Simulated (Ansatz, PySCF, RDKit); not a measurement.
Dimer: HF (SMILES F) (first 2 atoms) with H2S (SMILES S); geometry from B3LYP-D3(BJ)/def2-TZVP, rigid monomers moved along the line of their centres of mass till H2···S3 is 3.14 Å.
(charge 0, multiplicity 1):
```xyz
5

F     -0.3220     1.2299     0.1026
H     -0.0385     0.6519     0.7866
S      0.6341    -1.2610     3.1818
H      0.0560    -0.4563     4.0894
H     -0.4847    -1.9867     3.0181
```

Counterpoise-corrected where a basis set is named; no monomer relaxation. Rows marked so take none. RDKit's UFF carries no charges.

Frozen-core correlation. Rows in 3-21G, 6-31G* carry no dispersion term and start afresh at each structure (6-31G* with six Cartesian d functions).

Programs: Ansatz (Gaussian basis) for Hartree–Fock, density functionals and correlated methods; PySCF for 3-21G rows, 6-31G* rows, the dispersion terms; RDKit for the force fields. 

```json
[
 {"level": "UFF", "interaction energy (meV)": "-9.9"},
 {"level": "HF/6-31G*", "interaction energy (meV)": "-106.2"},
 {"level": "B3LYP/3-21G (no counterpoise)", "interaction energy (meV)": "-136.4"},
 {"level": "B3LYP/6-31G*", "interaction energy (meV)": "-117.8"},
 {"level": "B3LYP-D3(BJ)/def2-TZVPPD", "interaction energy (meV)": "-129.5"},
 {"level": "B3LYP-D4/def2-TZVPPD", "interaction energy (meV)": "-124.7"},
 {"level": "M06-2X/6-31G* (no counterpoise)", "interaction energy (meV)": "-124.5"},
 {"level": "SCS-MP2/aug-cc-pV(D+d)Z", "interaction energy (meV)": "[?]"},
 {"level": "CCSD(T)/aug-cc-pV(T+d)Z", "interaction energy (meV)": "[?]"}
]
```

Question: Some entries are withheld; supply them.

Answer: 
- SCS-MP2/aug-cc-pV(D+d)Z, interaction energy (meV): -111.8
- CCSD(T)/aug-cc-pV(T+d)Z, interaction energy (meV): -115.1

Ansatz is a quantum-chemistry and plane-wave program.
